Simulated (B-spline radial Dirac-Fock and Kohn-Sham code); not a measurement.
## Kohn-Sham estimates against Dirac-Fock for the levels of Mo³⁺

System: the Mo³⁺ ion in the configuration [Kr] 4d3.

The density-functional columns are spherical, spin-unpolarised Dirac-Kohn-Sham results without Breit or QED terms: −ε is minus the orbital energy of the initial state and ΔSCF the difference of two total energies. The reference in the last column comes from Dirac-Fock energy differences between relaxed states, corrected for Breit and QED terms. All numbers are from a radial atomic solver, in eV; a selection of levels is shown. For the 1s level of heavy atoms much of the gap between ΔSCF and the reference is the Breit and QED part, -54.4 eV here; for other levels the error of the functional can be larger.

```csv
level,PBE −ε,PBE ΔSCF,LDA −ε,LDA ΔSCF,Dirac-Fock
K,19845.3,20119.9,19817.8,20091.7,20043.7
L1,2830.6,2878.7,2827.5,2875.8,2916.9
L2,2606.6,2665.9,2605.7,2665.0,2671.1
L3,2500.1,2556.9,2499.3,2556.2,2566.2
M1,509.0,527.0,507.9,526.0,552.1
M2,423.8,442.0,423.5,441.7,458.1
M3,406.2,424.1,405.9,423.8,440.3
M4,255.6,274.4,256.0,274.7,274.5
M5,252.3,270.9,252.7,271.3,271.3
N1,96.26,104.9,96.35,105.0,109.9
N2,71.76,79.90,71.92,80.06,80.07
N3,69.18,77.19,69.29,77.30,77.47
"N4,5",32.90,39.50,33.11,39.70,38.22
```

Problem. Order the estimates of the K (1s) level by their distance from the Dirac-Fock value, nearest first.
A. LDA ΔSCF
B. LDA −ε
C. PBE −ε
D. PBE ΔSCF

Solution. A (48.0 eV), D (76.2 eV), C (198.4 eV), B (225.9 eV).

Values without a named source are computed, but for edge energies of neutral atoms, which are taken from tables.
